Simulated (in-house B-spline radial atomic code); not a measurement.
Configurations of the copper ion Cu²⁺, with energies counted from [Ar] 3d9. Computed with a B-spline radial code for spherical atoms: non-relativistic PBEsol, spin-polarised, spherical fractional occupations, point nucleus. Shells without spins written out take the highest spin.

Occupations are held fixed; configurations that lie above the ionisation limit could autoionise.

| configuration | E - E(ref) (eV) | highest orbital | its <r> (bohr) |
| --- | --- | --- | --- |
| [Ar] 3d8 4s1 | 8.7661 | 4s up | 2.192 |
| [Ar] 3d8 4p1 | 16.17 | 4p up | 2.577 |
| [Ne] 3s2 3p(2 up, 3 down) 3d10 | 66.614 | 3d up | 0.9153 |
| [Ne] 3s2 3p(2 up, 3 down) 3d(4 up, 5 down) 4s(1 up, 0 down) | 76.464 | 4s up | 2.206 |
| [Ne] 3s2 3p5 3d9 4p1 | 83.55 | 4p up | 2.569 |
| [Ne] 3s2 3p5 3d9 4f1 | 97.936 | 4f up | 5.801 |

Question: Order these further configurations by energy, lowest first.
A. [Ar] 3d8 4d1
B. [Ne] 3s2 3p(3 up, 2 down) 3d(4 up, 5 down) 4d(0 up, 1 down)
C. [Ar] 3d(4 up, 4 down) 4s(1 up, 0 down)
D. [Ne] 3s2 3p5 3d9 4s1
E. [Ne] 3s2 3p5 3d9 4d1

Answer: C (10.161 eV), A (25.41 eV), D (76.114 eV), E (92.834 eV), B (94.086 eV).

Question: How far above the reference does [Ar] 3d8 4f1 lie?

Answer: 30.483 eV; its least bound orbital is 4f up with <r> = 5.803 bohr.
